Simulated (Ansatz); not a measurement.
```yaml
atoms:
  - { symbol: N, position_ang: [1.1384, 0.0254, 0.0375] }
  - { symbol: C, position_ang: [0.2944, 1.0976, -0.0211] }
  - { symbol: C, position_ang: [-1.0293, 0.7102, 0.0185] }
  - { symbol: C, position_ang: [-0.9851, -0.7159, -0.0497] }
  - { symbol: C, position_ang: [0.3332, -1.1152, 0.0498] }
  - { symbol: H, position_ang: [2.1125, -0.0169, 0.0448] }
  - { symbol: H, position_ang: [0.7533, 2.1018, -0.0448] }
  - { symbol: H, position_ang: [-1.8509, 1.3213, -0.0236] }
  - { symbol: H, position_ang: [-1.8309, -1.4105, -0.0005] }
  - { symbol: H, position_ang: [0.7660, -2.0659, 0.0016] }
```

Basis set: cc-pVDZ (spherical functions). Frozen core: 5 orbitals. Charge 0, multiplicity 1.

Computed with Ansatz (development build ahead of 0.2.0); each method stands on the lowest determinant of its kind that the runs found. Restricted open shells among the atoms or ions are ROHF, correlated in semicanonical orbitals with singles.

The atomization energy at this shape (free ground-state atoms in the same class of orbitals less the molecule, no zero-point energy) of singlet C₄H₅N:

```csv
method,atomization energy
RHF,3160.5 kJ/mol
```

Problem. What does RHF-MP2 give?

Solution. 4213.6 kJ/mol. Caution: the shape is not the minimum.
